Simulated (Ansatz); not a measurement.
Telling isomers of H5OSbSi apart by their spectra

These gas-phase data were calculated for one isomer of H5OSbSi at r2SCAN-D4/def2-SVP (harmonic, unscaled wavenumbers; equilibrium rotational constants with average atomic masses):

* rotational constants: 26.91, 1.613, 1.578 GHz
* all wavenumbers above 1500 cm⁻¹: 2238, 2196, 2186, 1935, 1908

Candidates:

(1) `O[SiH2][SbH2]`, a singlet
(2) `[SiH3][O][SbH2]`, a singlet

Question: Assign the data to one candidate and say why.

Answer: Candidate (2). No mode falls between 3300 and 4000 cm⁻¹, where the O–H stretch of (1) would stand.

The same quantities for all candidates:

|  | rotational constants (GHz) | wavenumbers above 1500 cm⁻¹ | E above the lowest, r2SCAN-D4/def2-SVP (kcal/mol) |
| --- | --- | --- | --- |
| (1) | 14.58, 1.684, 1.57 | 3881, 2243, 2182, 1937, 1924 | 0.0 |
| (2) | 26.91, 1.613, 1.578 | 2238, 2196, 2186, 1935, 1908 | 8.5 |

Harmonic stretches to hydrogen usually lie a few per cent above observed fundamentals. Each candidate is one conformer. Atoms past krypton carry core potentials. Programs: Ansatz 0.2.0.
